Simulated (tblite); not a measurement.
Species: C7H6FO2P.
Structure used (GFN2-xTB), in Å, numbered top down from 1:
```
atom  x, y, z in Å
C1    -3.4217    0.5207   -0.2684
O2    -2.0080    0.6232   -0.2800
C3    -1.3217   -0.4505    0.1468
O4    -1.8357   -1.4698    0.5295
C5     0.1250   -0.1719    0.0677
C6     1.0204   -1.1529    0.4661
C7     2.3922   -0.9901    0.4310
C8     2.9853    0.1835   -0.0120
C9     2.2463    1.2620   -0.4454
F10    2.9409    2.3515   -0.8538
P11    0.5093    1.4176   -0.5410
H12   -3.7786    0.3336    0.7469
H13   -3.8003    1.4698   -0.6386
H14   -3.7466   -0.3000   -0.9119
H15    0.5980   -2.0844    0.8185
H16    3.0252   -1.8008    0.7583
H17    4.0631    0.2705   -0.0237
```

Computed values, GFN2-xTB/tblite, gas phase, harmonic and unscaled. The method is semi-empirical: single wavenumbers can be off by several per cent or more. One conformer, not necessarily the lowest.

Harmonic wavenumbers (cm⁻¹): 44.4, 51.6, 84.3, 113.7, 151.3, 209.1, 269.2, 290.9, 332.0, 336.4, 419.6, 437.6, 445.4, 561.6, 582.4, 695.7, 705.5, 773.4, 802.1, 807.8, 904.5, 921.0, 974.0, 1071.1, 1092.7, 1124.5, 1129.8, 1155.1, 1177.9, 1210.1, 1235.4, 1322.3, 1387.6, 1388.7, 1440.6, 1462.3, 1500.0, 1558.7, 1760.4, 2974.6, 2986.3, 3047.3, 3069.7, 3075.4, 3097.1.

A = 2023, B = 640.0, C = 487.7 MHz; mass 172.009 u (most abundant isotopes); point group Cs, symmetry number 1.

Zero-point energy?

½Σν̃ = 25091 cm⁻¹ = 71.74 kcal/mol.

What is S at 298.15 K and 1 bar for an ideal gas of classical rigid rotors and harmonic oscillators?

Translation 41.36, rotation 30.61, vibration 32.75: S = 104.7 cal/(mol K).

And Cp and H(298.15 K) − H(0)?

Cp = 40.19 cal/(mol K), of which vibrations give 32.24 (their classical limit is 45 R = 89.4); H(298.15 K) − H(0) = 7.39 kcal/mol without the zero-point energy, 5.02 from vibrations.

Blend soft modes into free rotors: weight 1/[1 + (100 cm⁻¹/ν̃)⁴] for the oscillator and the rest for a rotor with moment μB/(μ + B), μ = h/(8π²ν), B = 10⁻⁴⁴ kg m². What vibrational entropy results?

29.55 cal/(mol K) in place of 32.75, which changes −T·S at 298.15 K by +0.95 kcal/mol.

How do the functions run with temperature in this model?

```tsv
T (K)	S (cal/(mol K))	Cp (cal/(mol K))	H − H(0) (kcal/mol)	G − H(0) (kcal/mol)	ln q(vib)
150	82.7	25.3	2.53	-9.89	3.70
250	98.1	35.4	5.57	-18.95	6.63
400	117.9	49.5	11.97	-35.18	10.86
600	140.7	63.2	23.33	-61.09	16.23
900	168.9	75.3	44.29	-107.69	23.58
```

q(vib) and H(0) count from the zero-point level.

Hindered rotation and anharmonicity are outside this model. Other conformers, if any are populated, would add a mixing term that is left out.
